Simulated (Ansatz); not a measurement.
CH₆BFOSi₂, SMILES `F[SiH2]B1CO[SiH2]1`, relaxed with RKS PBE-D4/def2-SVP in the Gaussian-basis code of Ansatz from a rough embedded geometry. The force threshold is 0.03 eV/Å; the program also tests the step.

Total charge 0; spin multiplicity 1.

Start:

```xyz
12

F    -1.576    0.314    2.621
Si   -0.669    1.203    1.510
B    -0.016    0.068    0.056
C    -0.199    0.050   -1.585
O     0.632   -1.127   -1.853
Si    1.057   -1.444   -0.254
H    -1.546    2.290    0.960
H     0.473    1.834    2.167
H    -1.273   -0.204   -1.862
H     0.207    0.889   -2.045
H     2.467   -1.201    0.016
H     0.443   -2.672    0.269
```

Q: By how much does the energy fall, and how many steps does the optimiser take? (An estimate is asked.)

A: Computed: 16.62 kcal/mol, in 17 steps, 1 of them rejected.

Q: Which bonds change most? (An estimate is asked.)

A: The calculation gave: B3–Si6 from 1.880 to 2.022 Å; C4–H10 from 1.040 to 1.121 Å; B3–C4 from 1.651 to 1.585 Å; Si6–H11 from 1.456 to 1.509 Å.

Q: Give the relaxed structure. (Estimate.)

A: The calculation gave: 
```xyz
12

F    -0.613    0.677    3.009
Si   -0.795    1.287    1.489
B    -0.041    0.062    0.109
C     0.039    0.156   -1.470
O     0.714   -1.069   -1.875
Si    0.903   -1.684   -0.276
H    -2.272    1.506    1.264
H    -0.096    2.626    1.453
H    -0.970    0.241   -1.950
H     0.597    1.062   -1.823
H     2.346   -1.869    0.124
H     0.189   -2.995   -0.054
```
